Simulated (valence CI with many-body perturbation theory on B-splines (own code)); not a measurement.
Yb⁴⁸⁺: magnetic and hyperfine properties of the levels

Computed by relativistic CI+MBPT: four valence electrons over a frozen Dirac-Fock core [Ar], radial functions for each j: 7 s, 7 p, 8 d, 6 f, 4 g, 1 h, with the one-electron correlation potential Σ1 (screened to all orders), the two-electron term Σ2, the three-electron term Σ3, Breit, model QED; selected single and double excitations, second order for the rest, scaled by the run's own slope (own B-spline code, finite nucleus).

No measured spectrum was set against this ion. As an estimate, large intervals hold to a few tenths of a per cent, small ones and those within an open d or f shell to about a per cent. Excitations out of the core, of the other parity, are not computed and may begin above about 223 eV (a cautious bound); beyond it only levels of the ground parity were kept, without lifetimes. Only levels of the ground parity were solved; by the run's estimate the other parity begins above the list, which can be wrong where configurations are misplaced.

A/g_I is the dipole constant over the nuclear g factor μ/I (μ in nuclear magnetons, uniformly magnetised nucleus), B/Q the quadrupole constant per barn. Both hold the static response of the core; the bare values leave it out. Large factors of s and p1/2 electrons are usually good to 5 to 10 %; those of open d and f shells near neutrality can be off by tens of per cent, and small factors of p3/2, d and f electrons come from cancelling terms and can be off by a factor of two or in sign, in half-filled shells by more. B is blank for J = 1/2, where it vanishes, and for nearly pure S terms. Energies count from the lowest level. Levels with J = 0 are left out.

Levels are named by their leading jj configuration (3d3/2^4 stands for four electrons in 3d with j = 3/2), which in mixed levels can hold well under half, so a name can repeat and another be missing. Letters in brackets count levels of one name in rising energy.

```csv
Level,E (eV),g,A/g_I (MHz),A/g_I bare,B/Q (MHz/b),B/Q bare
(3d3/2^3 3d5/2) J=1,47.67,1.491,-5170,-3850,15900,16100
(3d3/2^3 3d5/2) J=4,58.94,1.067,51300,51600,5200,5140
(3d3/2^3 3d5/2) J=2,61.16,1.215,33700,34300,43100,43600
(3d3/2^3 3d5/2) J=3,64.50,1.129,45700,46100,34100,34500
(3d3/2^2 3d5/2^2) J=2 [a],104.54,1.247,16400,17100,28500,28900
(3d3/2^2 3d5/2^2) J=4 [a],106.17,1.144,41200,41700,-19100,-19400
(3d3/2^2 3d5/2^2) J=3 [a],108.04,1.165,34000,34500,6790,6860
(3d3/2^2 3d5/2^2) J=5,111.71,1.078,46800,47100,42100,42600
(3d3/2^2 3d5/2^2) J=6,114.43,1.070,49700,50000,52300,52900
(3d3/2^2 3d5/2^2) J=1,116.02,1.088,54100,54400,6330,6380
(3d3/2^2 3d5/2^2) J=3 [b],119.45,1.073,52900,53100,11700,11800
(3d3/2^2 3d5/2^2) J=4 [b],119.58,1.028,53400,53500,-14600,-14800
(3d3/2^2 3d5/2^2) J=2 [b],121.29,1.083,47900,48200,19900,20100
(3d3/2^2 3d5/2^2) J=2 [c],132.93,0.977,65100,65200,-5530,-5620
(3d3/2^2 3d5/2^2) J=4 [c],137.82,1.187,36200,36800,80900,81800
(3d3/2^2 3d5/2^2) J=2 [d],149.17,1.144,45000,45400,-24000,-24300
(3d3/2 3d5/2^3) J=4 [a],162.64,1.153,34600,35100,-42000,-42500
(3d3/2 3d5/2^3) J=3 [a],163.79,1.181,27500,28000,2810,2890
(3d3/2 3d5/2^3) J=1 [a],168.56,0.975,46600,46700,21800,22000
(3d3/2 3d5/2^3) J=5,169.18,1.135,40600,41000,-28500,-28900
(3d3/2 3d5/2^3) J=6,169.87,1.077,46200,46500,58100,58800
(3d3/2 3d5/2^3) J=2 [a],177.05,1.059,51700,52000,40500,40900
(3d3/2 3d5/2^3) J=3 [b],178.93,1.087,45400,45700,12400,12600
(3d3/2 3d5/2^3) J=3 [c],192.78,1.055,50300,50500,65900,66600
(3d3/2 3d5/2^3) J=1 [b],193.28,1.408,10700,11800,-33000,-33400
(3d3/2 3d5/2^3) J=4 [b],193.62,1.044,50800,51000,58000,58700
(3d3/2 3d5/2^3) J=2 [b],197.55,1.107,44900,45300,-81000,-82000
(3d5/2^4) J=4,226.99,1.157,34000,34500,-56400,-57000
(3d5/2^4) J=2,237.13,1.087,36100,36500,37400,37800
```

Question: Take the isotope of mass number 171, with I = 1/2, μ = 0.4923 μN. What is the hyperfine structure of (3d3/2^2 3d5/2^2) J=3 [a]?

Answer: From the table A = 33500 MHz. Shifts from the centre of gravity in MHz: F = 5/2: -67000, F = 7/2: 50200.
